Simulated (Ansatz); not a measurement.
The first iterations of a band of Cl2F2Ge + H4Si (10 atoms, charge 0, multiplicity 1).

Level of theory: RKS PBE0/def2-SVP (Ansatz).

```json
{
  "movable images": "7",
  "climbing image": "yes",
  "spring": "5.0 eV/Å²",
  "optimiser": "quadratic models (default)",
  "start path": "through a guess of the saddle point",
  "force threshold": "0.05 eV/Å",
  "iteration limit": "60",
  "end points": "relaxed"
}
```

Initial state:

```xyz
10
Properties=species:S:1:pos:R:3
Ge 0.723 -0.075 -0.321
F 1.029 0.117 1.352
F 2.242 0.057 -1.096
Cl -0.530 1.485 -0.991
Cl -0.082 -1.989 -0.678
Si -3.277 0.081 1.484
H -3.394 -0.526 0.125
H -4.150 -0.663 2.439
H -3.696 1.513 1.431
H -1.859 0.000 1.947
```

Final state:

```xyz
10
Properties=species:S:1:pos:R:3
Ge -0.700 -0.229 -0.388
F -0.450 0.968 2.429
F 0.715 -0.391 0.670
Cl -0.240 1.475 -1.600
Cl -0.572 -1.984 -1.614
Si -2.709 -0.078 0.891
H -3.774 -0.553 -0.040
H -2.569 -1.013 2.038
H -2.929 1.337 1.279
H 0.234 0.468 2.026
```

| iteration | highest image above the first end (eV) | largest band force component (eV/Å) |
| --- | --- | --- |
| 1 | 37.153 | 184.171 |
| 2 | 7.254 | 37.994 |
| 3 | 4.349 | 26.740 |
| 4 | 2.171 | 12.602 |
| 5 | 1.817 | 5.404 |
| 6 | 1.839 | 2.825 |
| 7 | 1.759 | 4.352 |
| 8 | 1.744 | 4.498 |
| 9 | 1.805 | 3.711 |
| 10 | 1.865 | 0.883 |

**Question.** Does the band converge within its limit, and where does its top end?

**Answer.** The run converged. It ended after 32 iterations with the highest image 2.158 eV above the first end. Neighbouring images differ by up to 1.7 eV, so the band resolves the path poorly. A vibrational analysis at the climbing image gives one clearly imaginary mode, 1166i cm⁻¹: a first-order saddle point. The orbitals stay closed-shell, which can raise the energy where a bond breaks towards radicals; this wasn't checked here.

Time of the run: 11 min on 4 threads of AMD EPYC 7R32 (Zen 2), on a shared host, peak memory 0.45 GiB.
